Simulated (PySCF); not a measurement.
AlHFCl, SMILES [F][AlH][Cl]. Geometry optimised at PBE-D3(BJ)/def2-TZVP.

PySCF 2.14.0 with TDDFT-LC-ωPBE/def2-SVPD puts the lowest singlet excitations at 7.42, 7.98, 8.25, 8.29, 8.45, 8.95 eV.

Question: What are the lowest excitation roots from ADC(2)/aug-cc-pVDZ (PySCF)? (The exact figures need the calculation; the answer reports its results.)

Answer: 7.36, 7.87, 7.97, 8.03, 8.20, 8.73 eV. S1 differs by -0.05 eV (second minus first; roots are paired by order, and the bases may differ).
